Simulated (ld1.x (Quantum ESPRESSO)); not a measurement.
## aluminium, ultrasoft: configuration errors across variants

ld1.x (Quantum ESPRESSO) 7.5 input, shortened:

```
&input
   title='Al', zed=13., rel=0, dft='PBESOL', iswitch=3,
   config='[Ne] 3s1 3p0 3d-2'
 /
 &inputp
   pseudotype=3, tm=.true., lloc=-2, rcloc=1.90,
   nlcc=.false.,
   which_augfun='PSQ', rmatch_augfun=1.60
 /
6
3S  1  0   1.00   0.00  1.60  2.10  0.0
3S  1  0   0.00   0.35  1.60  2.10  0.0
3P  2  1   0.00   0.00  1.50  1.95  0.0
3P  2  1   0.00  -0.45  1.50  1.95  0.0
3D  3  2  -2.00   0.30  1.90  2.40  0.0
3D  3  2  -2.00   2.15  1.90  2.40  0.0
 &test
   configts(1)='3s1 3p0'
 /
```

All-electron excitation energies from the reference (eV): (1) 3s2 3p1 -24.883; (2) 3s2 3p0 -19.137; (3) 3s2 3p0.5 -22.805; (4) 3s0 3p3 -14.545; (5) 3s1 3p1 -13.384; (6) 3s1 3p2 -19.796; (7) 3s2 3p1.3 -25.453.

2 further variants failed, have other tests or too few solved ones, and are left out.

A true bound ghost makes a file unfit for plane-wave use even where its test errors are small: the radial tests pick states by their node count and pass the ghost by.

Errors AE − PS in meV (a dash: test not solved or not reliable):

```tsv
change	(1)	(2)	(3)	(4)	(5)	(6)	(7)	bound ghosts
base	-8.5	+10	+0.6	-23	-7.5	-21	-13	none
all radii scaled by about 0.77 (s 1.60, p 1.50, d 1.84 bohr, rcut 1.22/1.14/1.46); local potential all-electron potential smoothed inside 1.46 bohr (lloc = -2); augmentation PSQ, radius 1.22 bohr	–	–	–	–	–	–	–	p
all radii scaled by about 0.84 (s 1.76, p 1.64, d 2.02 bohr, rcut 1.34/1.26/1.60); local potential all-electron potential smoothed inside 1.60 bohr (lloc = -2); augmentation PSQ, radius 1.34 bohr	-8.4	+12	+1.8	-32	-9.2	-24	-13	none
all radii scaled by about 1.10 (s 2.30, p 2.14, d 2.64 bohr, rcut 1.76/1.64/2.08); local potential all-electron potential smoothed inside 2.08 bohr (lloc = -2); augmentation PSQ, radius 1.76 bohr	-5.3	+13	+3.6	-17	-6.2	-19	-9.4	none
all radii scaled by about 1.21 (s 2.54, p 2.36, d 2.92 bohr, rcut 1.94/1.82/2.30); local potential all-electron potential smoothed inside 2.30 bohr (lloc = -2); augmentation PSQ, radius 1.94 bohr	–	–	–	–	–	–	–	none
```

(1) Give the same row for: all radii scaled by about 0.96 (s 2.02, p 1.88, d 2.30 bohr, rcut 1.54/1.44/1.82); local potential all-electron potential smoothed inside 1.82 bohr (lloc = -2); augmentation PSQ, radius 1.54 bohr.

Results:

(1) -9.4, +9.5, -0.1, -25, -8.0, -22, -14; bound ghosts: none.
